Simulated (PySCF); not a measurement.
First SCF of a structure search on singlet ZrF₂, at a hand-made bent geometry. PySCF input:

```python
from pyscf import gto, scf, dft
mol = gto.M(atom='''
Zr     0.000000     0.000000     0.000000
F      1.785800     0.000000     1.250400
F     -1.785800     0.000000     1.250400''',
    basis={'Zr': 'def2-TZVP', 'F': 'def2-TZVP'},
    ecp={'Zr': 'def2-TZVP'},
    charge=0, spin=0)
mf = dft.RKS(mol, xc='PBE0')
mf.grids.atom_grid = (50, 194)
aux = {'Zr': 'def2-universal-JKFIT', 'F': 'def2-universal-JKFIT'}
mf = mf.density_fit(auxbasis=aux)
mf.conv_tol = 1e-08
mf.diis_space = 10
mf.max_cycle = 60
mf.init_guess = 'minao'
mf.verbose = 4
mf.kernel()
```

Excerpt of the output (cycles and frontier levels):

```
init E= -240.947589201711
  HOMO = -0.440510351688966  LUMO = -0.439306860207877  gap/eV = 0.03275
cycle= 1 E= -246.400820512692  delta_E= -5.45  |g|= 0.939  |ddm|= 4.36
  HOMO = -0.0808301979054159  LUMO = -0.0580539252607726  gap/eV = 0.61977
cycle= 2 E= -246.152860491962  delta_E= 0.248  |g|= 1.48  |ddm|= 2.56
  HOMO = -0.156081349174292  LUMO = -0.148210425269932  gap/eV = 0.21418
cycle= 3 E= -246.595826376542  delta_E= -0.443  |g|= 0.177  |ddm|= 2.24
  HOMO = -0.165990346264561  LUMO = -0.127893704914165  gap/eV = 1.03666
cycle= 4 E= -246.603758958517  delta_E= -0.00793  |g|= 0.0714  |ddm|=  0.2
  HOMO = -0.155702636222831  LUMO = -0.112884413062719  gap/eV = 1.16514
cycle= 5 E= -246.604644036095  delta_E= -0.000885  |g|= 0.0473  |ddm|= 0.107
  HOMO = -0.162308646226087  LUMO = -0.11738775495115  gap/eV = 1.22236
cycle= 6 E= -246.605190536334  delta_E= -0.000547  |g|= 0.00962  |ddm|= 0.0352
  HOMO = -0.164931816623955  LUMO = -0.119117094748155  gap/eV = 1.24668
cycle= 7 E= -246.605219686488  delta_E= -2.92e-05  |g|= 0.00284  |ddm|= 0.0119
  HOMO = -0.165667148061853  LUMO = -0.119650857751132  gap/eV = 1.25217
cycle= 8 E= -246.605223011113  delta_E= -3.32e-06  |g|= 0.000173  |ddm|= 0.00538
  HOMO = -0.165702099240431  LUMO = -0.119674436453096  gap/eV = 1.25248
cycle= 9 E= -246.605223033807  delta_E= -2.27e-08  |g|= 4.39e-05  |ddm|= 0.000547
  HOMO = -0.165696439470526  LUMO = -0.119669320067256  gap/eV = 1.25246
cycle= 10 E= -246.605223034284  delta_E= -4.77e-10  |g|= 1.25e-05  |ddm|= 5.14e-05
  HOMO = -0.165691327122843  LUMO = -0.119665676317855  gap/eV = 1.25242
Extra cycle  E= -246.605223034294  delta_E= -1.03e-11  |g|= 1.11e-05  |ddm|= 2.64e-05
converged SCF energy = -246.605223034294
```

This is not the lowest solution: another start and a stability analysis within the same restricted form found one 62.5 kJ/mol lower, at -246.62901 Eh.

At the minimum of this search the closed-shell solution is unstable towards spin polarisation, so a lower open-shell solution exists.

The search for the lowest solution, 3 starts and the stability check together, took 9.5 s on 2 threads of a shared Arm Neoverse V1 host, with 102 basis functions; the process peaked at 0.45 GiB.
